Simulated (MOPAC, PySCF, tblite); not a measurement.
Energy landscape of H₃Si (cation, charge +1), singlet: umbrella (inversion) coordinate, bond length relaxed. Scanned: angle between the Si-H bonds and the threefold axis (90 = planar). Other coordinates (Si-H bond length) were minimised at B3LYP/def2-TZVP.

Levels: RHF/3-21G = restricted Hartree-Fock/3-21G run with PySCF; GFN2-xTB, 300 K electronic temperature (tblite); AM1, restricted, heats of formation (MOPAC).

Energies in eV, each method relative to its own lowest point.

```
a / °   RHF/3-21G  GFN2-xTB    AM1
------  ---------  --------  -----
90          0.000     0.000  0.000
93.90       0.040     0.027  0.023
96.90       0.124     0.086  0.072
99.90           …     0.176  0.149
102.90      0.437     0.299  0.252
105.90      0.665     0.455  0.382
108.90      0.943     0.643  0.539
111.90      1.272     0.865  0.722
114.90      1.653     1.124  0.931
117.90      2.089         …  1.165
120.90      2.581     1.760  1.424
123.90      3.132     2.150  1.706
126.90      3.749         …  2.011
129.90          …     3.115  2.339
132         4.964         …  2.582
```

Question: Complete the blanks.

Answer: 
- 99.90, RHF/3-21G: 0.257
- 117.90, GFN2-xTB: 1.420
- 126.90, GFN2-xTB: 2.597
- 129.90, RHF/3-21G: 4.436
- 132, GFN2-xTB: 3.528
